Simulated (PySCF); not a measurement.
Task: What does the PBE0-D3(BJ)/def2-SVP structure of `c1ccncc1CC` look like in three dimensions?

Result: 
Z-matrix in Å and degrees, rows numbered from 1:
```
C 
C   1  1.5267
C   2  1.5030  1  112.57
C   3  1.3972  2  122.20  1   -87.42
C   4  1.3916  3  119.58  2   177.67
C   5  1.3944  4  118.36  3    -0.08
N   6  1.3300  5  123.07  4     0.23
C   7  1.3285  6  117.88  5    -0.19
H   1  1.1007  2  111.23  3   179.79
H   1  1.1008  2  110.99  3   -59.90
H   1  1.1010  2  111.05  3    59.48
H   2  1.1021  1  109.62  3  -121.89
H   2  1.1021  1  109.57  3   121.77
H   4  1.0942  3  119.97  2    -2.59
H   5  1.0922  4  121.18  3   179.73
H   6  1.0962  5  120.33  4  -179.97
H   8  1.0980  3  119.23  2     2.71
```

Of the pairs four or more bonds apart, H13···H17 is among the closest relative to their van der Waals radii: 2.46 Å, 103 % of the sum of Bondi's values. The 6-membered ring C3–C4–C5–C6–N7–C8 has internal angles of 116.6° to 124.5° (sum 720°, against 720° for a flat polygon); it is planar, 0.00 Å rms from its mean plane, widest ring torsion 0°. N7 (pyridine-type nitrogen) is bent (angle 117.9°). The 6 C–C bonds span 1.392 Å (C4–C5, aromatic) to 1.527 Å (C1–C2, drawn single), a spread of 0.135 Å.

Theory: PBE0-D3(BJ)/def2-SVP geometry optimisation, gas phase (PySCF 2.14.0).

Point group: C1 (no symmetry element, even within 0.4 Å). PBE0-D3(BJ)/def2-SVP frequencies: not computed here. One conformer, not necessarily the lowest (C1–C2–C3–C4 -87°).
